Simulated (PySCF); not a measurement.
SMILES [SiH](O[Si](C)C)(C)C (C4H13OSi2), doublet (GFN2-xTB optimised geometry):

```
20

C     -3.430     0.251     2.319
Si    -1.685    -0.514     2.383
C     -1.683    -2.325     1.781
O     -0.706     0.353     1.402
Si    -0.229     1.022     0.000
C      1.667     1.022     0.000
C     -0.904     0.019    -1.467
H     -4.124    -0.287     2.957
H     -3.421     1.290     2.635
H     -3.814     0.220     1.300
H     -0.681    -2.743     1.776
H     -2.070    -2.381     0.765
H     -2.304    -2.953     2.412
H     -0.784     2.381     0.000
H      2.055     1.522    -0.882
H      2.070     0.013     0.012
H      2.057     1.539     0.871
H     -0.601     0.452    -2.416
H     -0.545    -1.007    -1.447
H     -1.990    -0.015    -1.456
```

Method: unrestricted PBE0/def2-SVP in PySCF 2.14.0.

Question: What are the frontier orbital energies (α orbitals alone; a β orbital can be the lowest empty one) and the dipole moment?

Answer: HOMO-2 -8.32 eV, HOMO-1 -7.93 eV, HOMO -5.21 eV, LUMO 1.45 eV, LUMO+1 1.63 eV; dipole moment 1.12 D.

On the same geometry unrestricted PBE/def2-SVP (PySCF 2.14.0) gives HOMO-2 -6.92 eV, HOMO-1 -6.51 eV, HOMO -4.02 eV, LUMO 0.64 eV, LUMO+1 0.73 eV; dipole moment 1.17 D.

Meta-Löwdin charges at PBE0/def2-SVP: C1 -0.55, Si2 0.80, C3 -0.55, O4 -0.80, Si5 0.99, C6 -0.56, C7 -0.57, H8 0.12, H9 0.12, H10 0.11, H11 0.12, H12 0.11, H13 0.12, H14 -0.14, H15 0.11, H16 0.12, H17 0.12, H18 0.12, H19 0.11, H20 0.11.
